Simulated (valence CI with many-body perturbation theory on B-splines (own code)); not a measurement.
**Energy levels of Cu14+**

Method: relativistic CI+MBPT: five valence electrons over a frozen Dirac-Fock core [Ne], radial functions for each j: 11 s, 11 p, 10 d, 8 f, 5 g, 2 h, with the one-electron correlation potential Σ1, the two-electron term Σ2, the three-electron term Σ3, Breit, model QED; selected CI, second order for the rest, scaled by the run's own slope (own B-spline code, finite nucleus).

No measured levels were compared; by estimate levels of excited configurations hold to 0.05 to 0.15 % of their energy, terms of the ground configuration to about 0.5 %. Among the levels kept, up to 3300 cm⁻¹ of a level comes from second order outside the variational space, and about a tenth of that is noise between levels of different J, which matters for small intervals.

Levels 136 to 171 of 171, with energies above the lowest level, 3s2 3p3 4S°_3/2. "Leading %" is the weight of the configuration and term that name the level; weights of strongly mixed levels are sums over their largest components and can fall short. Lifetimes count E1, E2, E3, M1 and M2 decay at the calculated energies, and are blank where another channel may lead or the interval is too uncertain; long ones can be off by a factor of two.

```
No.  Configuration  Term     J  E (eV)  Leading %  Lifetime      g     Second component
136     3s2 3p 3d2   2G°   9/2  147.55         64   10.8 ps  1.108   14 % 3s 3p3 3d 2G°
137      3s 3p3 3d   2D°   5/2  148.55         61   6.79 ps  1.195  24 % 3s2 3p 3d2 2D°
138      3s 3p3 3d   2D°   3/2  149.04         62   5.91 ps  0.836  13 % 3s2 3p 3d2 2D°
139     3s2 3p 3d2   4D°   7/2  149.33         78   6.53 ps  1.416   13 % 3s 3p3 3d 4D°
140     3s2 3p 3d2   4D°   5/2  149.55         74   6.53 ps  1.356   14 % 3s 3p3 3d 4D°
141     3s2 3p 3d2   4D°   3/2  149.79         76   6.33 ps  1.188   15 % 3s 3p3 3d 4D°
142     3s2 3p 3d2   4D°   1/2  149.94         42   6.17 ps  0.771   18 % 3s 3p3 3d 2S°
143      3s 3p3 3d   2S°   1/2  150.10         29   6.16 ps  1.256  27 % 3s2 3p 3d2 2S°
144     3s2 3p 3d2   2F°   7/2  153.65         74   9.32 ps  1.131   10 % 3s 3p3 3d 2F°
145     3s2 3p 3d2   2P°   3/2  153.78         51   5.49 ps  1.267   24 % 3s 3p3 3d 2P°
146     3s2 3p 3d2   2F°   5/2  154.07         72   7.64 ps  0.871    9 % 3s 3p3 3d 2F°
147     3s2 3p 3d2   2P°   1/2  154.51         87   11.5 ps  0.663    6 % 3s 3p3 3d 2P°
148     3s2 3p 3d2   4S°   3/2  154.77         73   4.70 ps  1.963   15 % 3s 3p3 3d 4S°
149         3p4 3d    4D   5/2  155.57         62   56.2 ps  1.356   20 % 3s 3p2 3d2 4D
150         3p4 3d    4D   3/2  155.76         60   56.8 ps  1.185   19 % 3s 3p2 3d2 4D
151         3p4 3d    4D   7/2  155.86         67   52.8 ps  1.416   21 % 3s 3p2 3d2 4D
152         3p4 3d    4D   1/2  156.21         61   54.5 ps  0.136   20 % 3s 3p2 3d2 4D
153     3s2 3p 3d2   2P°   1/2  156.34         44   5.11 ps  0.669   36 % 3s 3p3 3d 2P°
154     3s2 3p 3d2   2D°   3/2  156.81         54   5.88 ps  0.910   13 % 3s 3p3 3d 2D°
155     3s2 3p 3d2   2D°   5/2  157.49         65   6.30 ps  1.178   12 % 3s 3p3 3d 2D°
156     3s2 3p 3d2   2P°   3/2  157.57         70   9.51 ps  1.301   10 % 3s 3p3 3d 2P°
157     3s2 3p 3d2   2G°   7/2  158.20         52   6.36 ps  1.000  27 % 3s2 3p 3d2 2F°
158     3s 3p2 3d2    6G   3/2  158.72         97   3.12 ns  0.015                     
159     3s2 3p 3d2   2G°   9/2  158.96         91   6.82 ps  1.110    5 % 3s 3p3 3d 2G°
160     3s 3p2 3d2    6G   5/2  159.14         96   2.04 ns  0.867                     
161         3p4 3d    2P   1/2  159.67         59   59.8 ps  0.707        8 % 3p4 3d 4D
162     3s 3p2 3d2    6G   7/2  159.73         95   1.39 ns  1.150                     
163         3p4 3d    4F   9/2  160.02         53   56.8 ps  1.290   21 % 3s 3p2 3d2 4F
164     3s2 3p 3d2   2F°   5/2  160.05         78   7.48 ps  0.868    9 % 3s 3p3 3d 2F°
165     3s2 3p 3d2   2F°   7/2  160.31         49   7.28 ps  1.037  38 % 3s2 3p 3d2 2G°
166     3s 3p2 3d2    6G   9/2  160.52         93    783 ps  1.276                     
167         3p4 3d    2D   3/2  160.56         45    107 ps  0.958   10 % 3s 3p2 3d2 2D
168         3p4 3d    2P   3/2  160.93         36   65.1 ps  1.364       15 % 3p4 3d 4P
169         3p4 3d    4P   1/2  161.04         47   96.1 ps  2.483   33 % 3s 3p2 3d2 4P
170         3p4 3d    4F   7/2  161.06         41   55.8 ps  1.134       20 % 3p4 3d 2G
171     3s 3p2 3d2    6G  11/2  161.45         97   2.18 ns  1.343
```

Names give the largest LS component (configuration and term), which can be under half, so a name can repeat, a term be missing and a line seem to break the LS rules; names also repeat where a configuration has a term twice.

Where two levels of one J and parity lie close, their mixing, g and order are uncertain.
